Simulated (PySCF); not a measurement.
## Input and output of a scripted DFT run

The script drives PySCF with single-precision fitted integrals, so total energies wander by about 1e-6 Eh between cycles (the fitting error itself is about 1e-3 Eh and cancels in differences); atoms count from 0. Grid is the SCF grid level (2 if not given).

Without diffuse functions Rydberg states are missing, so unbound LUMOs, wide gaps and states within about 2 eV of the ionisation energy come out too high, and electron affinities are rough.

Job and coordinates (Å):

```
{"job": {"kind": "spin", "xc": "PBE0", "basis": "def2-SVP", "grid": 1}, "charge": 0, "multiplicity": 2}
C      1.234338    -1.912983     0.160545
C      1.799900    -0.648296     0.131611
C      3.231033    -0.440203     0.152528
C      4.154999    -1.491572     0.202436
C      5.510266    -1.259265     0.221056
C      6.007314     0.046343     0.190011
C      5.135912     1.099164     0.140874
C      3.740062     0.887303     0.121007
C      2.853758     1.971330     0.070278
C      1.475474     1.788027     0.050112
C      0.592559     2.891533    -0.000734
C     -0.757287     2.715535    -0.020840
C     -1.339783     1.431679     0.007919
C     -2.768216     1.241548    -0.013571
C     -3.653837     2.332238    -0.064486
C     -5.015060     2.162159    -0.085465
C     -5.550292     0.879001    -0.055726
C     -4.709262    -0.206672    -0.005561
C     -3.315289    -0.063973     0.016529
C     -2.433133    -1.212785     0.069457
C     -2.908639    -2.524438     0.102042
C     -2.045463    -3.610464     0.152685
C     -0.686606    -3.419227     0.171873
C     -0.154490    -2.117764     0.140811
C     -1.034078    -1.004381     0.089445
C     -0.480958     0.305650     0.059223
C      0.926853     0.476464     0.080177
H      1.855828    -2.793562     0.199970
H      3.811746    -2.513672     0.227580
H      6.197421    -2.091590     0.260008
H      7.074036     0.216024     0.205278
H      5.500573     2.116309     0.116309
H      3.250913     2.976625     0.046770
H      1.015569     3.885740    -0.023298
H     -1.383105     3.592177    -0.059281
H     -3.268438     3.338147    -0.088847
H     -5.667089     3.022286    -0.125081
H     -6.620886     0.738094    -0.072144
H     -5.150473    -1.189706     0.016344
H     -3.967556    -2.724975     0.088547
H     -2.452373    -4.611214     0.176821
H     -0.010415    -4.260713     0.211421
```

Command:

```bash
OMP_NUM_THREADS=1 python large_run.py task.json out
```

What does the program print?


```
start: PBE on a coarse grid of 36233 points
cycle   1  E = -1035.5337121093  dE =  4.621e+00  |g| = 5.427e-01  |ddm| = 7.749e+00
cycle   2  E = -1035.4650552624  dE =  6.866e-02  |g| = 6.627e-01  |ddm| = 2.042e+00
cycle   3  E = -1035.7062582314  dE = -2.412e-01  |g| = 1.449e-01  |ddm| = 1.212e+00
cycle   4  E = -1035.7135288226  dE = -7.271e-03  |g| = 8.844e-02  |ddm| = 3.138e-01
cycle   5  E = -1035.7184852050  dE = -4.956e-03  |g| = 2.095e-02  |ddm| = 1.795e-01
cycle   6  E = -1035.7186697501  dE = -1.845e-04  |g| = 1.192e-02  |ddm| = 4.310e-02
cycle   7  E = -1035.7187432010  dE = -7.345e-05  |g| = 6.275e-03  |ddm| = 2.507e-02
final grid: 159432 points
cycle   8  E = -1036.0351841202  dE = -1.238e-02  |g| = 3.683e-02  |ddm| = 1.665e+00
cycle   9  E = -1036.0353556668  dE = -1.715e-04  |g| = 4.033e-02  |ddm| = 1.211e-01
cycle  10  E = -1036.0362783110  dE = -9.226e-04  |g| = 1.590e-02  |ddm| = 8.280e-02
cycle  11  E = -1036.0364739856  dE = -1.957e-04  |g| = 5.720e-03  |ddm| = 2.707e-02
cycle  12  E = -1036.0365740382  dE = -1.001e-04  |g| = 4.158e-03  |ddm| = 2.289e-02
cycle  13  E = -1036.0366258716  dE = -5.183e-05  |g| = 3.346e-03  |ddm| = 2.076e-02
cycle  14  E = -1036.0366459076  dE = -2.004e-05  |g| = 1.355e-03  |ddm| = 1.429e-02
cycle  15  E = -1036.0366498053  dE = -3.898e-06  |g| = 7.086e-04  |ddm| = 4.641e-03
cycle  16  E = -1036.0366517758  dE = -1.970e-06  |g| = 3.334e-04  |ddm| = 2.407e-03
cycle  17  E = -1036.0366505604  dE =  1.215e-06  |g| = 3.281e-04  |ddm| = 1.460e-03
cycle  18  E = -1036.0366524806  dE = -1.920e-06  |g| = 1.229e-04  |ddm| = 1.065e-03
cycle  19  E = -1036.0366520947  dE =  3.859e-07  |g| = 1.018e-04  |ddm| = 6.087e-04
cycle  20  E = -1036.0366519073  dE =  1.874e-07  |g| = 5.617e-05  |ddm| = 3.806e-04
converged SCF energy = -1036.0366519073
<S^2> = 0.8356

atom   charge     spin (Mulliken)
  0 C   -0.1175   0.3550
  1 C    0.1048  -0.1883
  2 C    0.0395   0.2014
  3 C   -0.0427  -0.1170
  4 C   -0.0003   0.1567
  5 C    0.0037  -0.1040
  6 C   -0.0231   0.1395
  7 C    0.0310  -0.1596
  8 C   -0.0718   0.4424
  9 C    0.0419  -0.1839
 10 C   -0.0151   0.2153
 11 C   -0.0430  -0.1567
 12 C    0.0236   0.2674
 13 C    0.0382  -0.0983
 14 C   -0.0531   0.0741
 15 C    0.0100  -0.0563
 16 C    0.0091   0.0760
 17 C   -0.0511  -0.0610
 18 C    0.0215   0.1042
 19 C    0.0608  -0.1216
 20 C   -0.0693   0.2088
 21 C    0.0204  -0.1181
 22 C   -0.0317   0.1931
 23 C    0.0354  -0.1430
 24 C    0.0151   0.1116
 25 C    0.0651  -0.1422
 26 C    0.0057   0.1657
 27 H   -0.0177  -0.0162
 28 H   -0.0024   0.0047
 29 H    0.0107  -0.0076
 30 H    0.0133   0.0043
 31 H   -0.0003  -0.0064
 32 H   -0.0129  -0.0203
 33 H   -0.0044  -0.0099
 34 H   -0.0063   0.0061
 35 H   -0.0047  -0.0033
 36 H    0.0098   0.0024
 37 H    0.0101  -0.0036
 38 H   -0.0054   0.0025
 39 H   -0.0045  -0.0097
 40 H    0.0089   0.0046
 41 H   -0.0017  -0.0088

charge  mult   E - E0 / eV    <S^2>
   0     4       3.2358     3.805
   1     1       5.8501     0.000
  -1     1      -1.7145     0.000
```

Roughly how long does this take on 1 thread of Arm Neoverse N1 (shared host), and how large is the basis?

About 12 min of wall time, peak memory 0.72 GiB; 453 basis functions and 1488 fitting functions.
